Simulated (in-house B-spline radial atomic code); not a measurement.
## Nb5+: [Ar] 3d10 4s2 4p6 (an excited or competing configuration)

All numbers are computed (Dirac-Hartree-Fock, average of configuration; Fermi nucleus of rms radius 4.324 fm) with an all-electron radial atomic-structure program (B-spline basis), not measured.

Screening seen three ways: the hydrogenic charge with the same mean radius, Z_r = [3n² - l(l+1)]/(2<r>), the one with the same energy, Z_e = n√(-2ε), and Slater's rules. Values are occupation-weighted means over j. An effective charge above Z reflects the relativistic contraction of the inner shells.

```tsv
shell	electrons	ε (eV)	<r> (bohr)	Z_r	Z_e	Slater
1s	2	-19165	0.03608	41.57	37.53	40.70
2s	2	-2810.2	0.1574	38.13	28.74	36.85
2p	6	-2510.9	0.1376	36.33	27.17	36.85
3s	2	-554.42	0.4398	30.69	19.15	29.75
3p	6	-453.61	0.4427	28.24	17.32	29.75
3d	10	-288.12	0.4312	24.35	13.81	19.85
4s	2	-133.53	1.13	21.24	12.53	13.25
4p	6	-102.44	1.234	18.64	10.98	13.25
```

The least bound orbital is 4p3/2 at -101.6 eV, and it is also the most diffuse (<r> = 1.242 bohr).

Spin-orbit splittings of the orbital energies (j = l + 1/2 above j = l - 1/2 when positive): 2p 96.4 eV, 3p 16.24 eV, 3d 2.991 eV, 4p 2.471 eV.

For the 1s electron the small component carries 2.23 % of the norm, the zero-frequency Breit interaction raises the level by 35.85 eV, self-energy by 19.49 eV, and vacuum polarisation lowers it by 2.213 eV.

The density falls to 0.001 bohr⁻³ at 2.725 bohr; Σ<r²> = 17.467 bohr² gives, by the non-relativistic formula and without the paramagnetism of open shells, a Langevin diamagnetic susceptibility of -13.83×10⁻⁶ cm³/mol.
